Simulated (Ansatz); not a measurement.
Geometry optimisation, Ansatz, RKS PBE/def2-SVP.

Input file:

```yaml
crystal:
  periodic: [false, false, false]
  atoms:
    - { symbol: Hf, position_ang: [0.0, 0.0, 0.0] }
    - { symbol: F, position_ang: [0.0, 0.0, 1.98] }
    - { symbol: Cl, position_ang: [2.3764, 0.0, -0.8392] }
    - { symbol: Cl, position_ang: [-1.1869, 2.0563, -0.8392] }
    - { symbol: "N", position_ang: [-1.0409, -1.8034, -0.7359] }
    - { symbol: H, position_ang: [-1.5759, -2.4197, -0.0595] }
    - { symbol: H, position_ang: [-1.0055, -2.0526, -1.7656] }
basis:
  gaussian: { orbitals: def2-SVP }
hamiltonian:
  xc: pbe
relax:
  f_tol: 0.02
  max_steps: 40
output:
  orbitals: {}
```

Command:

```bash
$ ansatz run input.yaml --threads 2 --pin off --max-ram 3072MiB --backend cpu --events-out ev --progress --plain --runs-dir out
```

Q: Where does it end, and by what steps?

A: The forces met the threshold. The force dipped under the threshold on the way, but the program's further checks kept it going. After 7 steps the energy has fallen by 0.848 eV; H6 moved furthest, 0.20 Å.

| step | energy less start (eV) | largest force component (eV/Å) | accepted |
| --- | --- | --- | --- |
| 0 | 0.0000 | 2.125 | yes |
| 1 | -0.7629 | 0.957 | yes |
| 2 | -0.8430 | 0.164 | yes |
| 3 | -0.8471 | 0.085 | yes |
| 4 | -0.8475 | 0.017 | yes |
| 5 | -0.8477 | 0.051 | yes |
| 6 | -0.8478 | 0.042 | yes |
| 7 | -0.8478 | 0.013 | yes |

```xyz
7
Properties=species:S:1:pos:R:3
Hf -0.003 -0.005 -0.017
F -0.098 -0.109 1.889
Cl 2.223 -0.056 -0.828
Cl -1.123 1.892 -0.889
N -0.953 -1.653 -0.675
H -1.387 -2.371 -0.081
H -1.091 -1.917 -1.658
```

Whether the end is a true minimum wasn't checked by a vibrational analysis.

The run took 13 s on 2 threads of Intel(R) Xeon(R) 6975P-C (Granite Rapids), on a shared host, peak memory 0.23 GiB.
